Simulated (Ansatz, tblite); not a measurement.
Removing and adding an electron: the cluster Al4As4 (the lowest singlet isomer of a short search). The state is a singlet with charge 0. Geometry: PBE0-D4/def2-SVP. Ansatz, gas phase; energy differences of separate SCF runs; the oxidised species was run as a doublet alone; the reduced species was run as a doublet alone.

```tsv
atom	x (Å)	y (Å)	z (Å)
Al1	1.9215	0.3019	-0.6461
Al2	0.3957	-1.9959	0.2442
Al3	-0.3957	1.9959	-0.2442
Al4	-1.9215	-0.3019	0.6461
As5	1.2249	2.1197	-1.8735
As6	-2.0170	1.8756	1.3847
As7	2.6211	-1.5154	0.5804
As8	-1.8290	-2.4799	-0.0916
```

The xTB rows come from tblite. HOMO above LUMO, or a gap near zero within one spin, warns that the state may not be the lowest or that an electron is smeared out. The structure comes from a short search, and lower isomers may exist.

```tsv
level	−HOMO (eV)	vertical IE (eV)	−LUMO (eV)	vertical EA (eV)	HOMO–LUMO gap (eV)	IE − EA (eV)
GFN1-xTB	8.98	11.21	5.92	3.68	3.06	7.53
PBE0-D4/def2-SVP	6.55	7.89	3.40	2.06	3.15	5.83
```

Estimate the rows for GFN2-xTB, PBE-D4/def2-SVP.


```tsv
level	−HOMO (eV)	vertical IE (eV)	−LUMO (eV)	vertical EA (eV)	HOMO–LUMO gap (eV)	IE − EA (eV)	remarks
GFN2-xTB	8.32	10.46	6.18	4.06	2.13	6.39	–
PBE-D4/def2-SVP	5.67	7.61	3.83	1.93	1.83	5.68	gap within one spin near zero (+1 doublet)
```

   Raw xTB energy differences between charge states are shifted by several eV; the methods need an empirical correction for them. Sets without diffuse functions give affinities that are too small.
